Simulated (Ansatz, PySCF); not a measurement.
Process, species as SMILES: CCC(O)CC → C[CH]C(O)CC + H atom (the C-H bond at the site shown breaks; other sites are not compared here)
Each molecule is optimised on its own at B3LYP-D3(BJ)/def2-TZVP (Ansatz, a first-principles code), one conformer each, not searched for the lowest. Frequencies are from PySCF.

Quantity: bond dissociation energy (enthalpy at 298 K, with B3LYP-D3(BJ) rigid-rotor harmonic-oscillator terms), in eV. Valence correlation only, unless marked. Open shells are spin-unrestricted. Spin-orbit coupling is left out. No relativistic terms. CBS marks a two-point X^-3 extrapolation of the correlation energy; Hartree-Fock from the larger set. The bracket is a focal-point correction in the basis named.

```
level                                                     program  bond dissociation energy (eV)
-------------------------------------------------  --------------  -----------------------------
BLYP/def2-TZVPD                                            Ansatz                              …
PBE0/def2-QZVPP                                            Ansatz                           4.11
HSE06/def2-TZVPD                                           Ansatz                              …
B2PLYP-D3(BJ)/def2-TZVPD                           Ansatz + dftd3                           4.20
PBE-QIDH/def2-TZVPD                                        Ansatz                              …
CCSD(T) with core electrons/cc-pwCVTZ                      Ansatz                           4.31
RI-MP2/CBS(cc-pVTZ,cc-pVQZ)+[CCSD(T)-MP2]/cc-pVTZ          Ansatz                           4.36
```

Problem. Some entries are withheld; supply them.

Solution. 
- BLYP/def2-TZVPD, bond dissociation energy (eV): 4.07
- HSE06/def2-TZVPD, bond dissociation energy (eV): 4.10
- PBE-QIDH/def2-TZVPD, bond dissociation energy (eV): 4.18
